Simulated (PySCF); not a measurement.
C3H4ClF, SMILES C(=C\F)(/Cl)C.

The structure is a stationary point at PBE0-D3(BJ)/def2-SVP.

Two levels are set side by side: TDDFT-PBE/def2-SVPD (PySCF) and TDDFT-B3LYP/def2-SVPD (PySCF). Vertical, same geometry. The lowest singlet is HOMO→LUMO+1 99 % with PBE and HOMO→LUMO+1 96 % with the other functional; states are paired by order. Differences are taken from unrounded values.

```csv
quantity,TDDFT-PBE
lowest singlet excitation (eV),5.58
lowest triplet excitation (TDA) (eV),4.09
first bright state (f over 0.05) (eV),6.25
its oscillator strength,0.21
```

Task: These are the TDDFT-PBE values. What does TDDFT-B3LYP give? (Estimate from the structure and the level; the computed values follow.)

Result: 
| quantity | TDDFT-B3LYP | TDDFT-PBE minus TDDFT-B3LYP |
|---|---|---|
| lowest singlet excitation (eV) | 5.89 | -0.30 |
| lowest triplet excitation (TDA) (eV) | 4.09 | 0.00 |
| first bright state (f over 0.05) (eV) | 6.56 | -0.30 |
| its oscillator strength | 0.26 | -0.05 |

A lower first singlet is the usual sign of a functional without exact exchange. Differences between two approximate levels are no errors against the true value.

Rough cost on one machine, each run with all the roots and properties that it gave: TDDFT-B3LYP against TDDFT-PBE about 3 times.
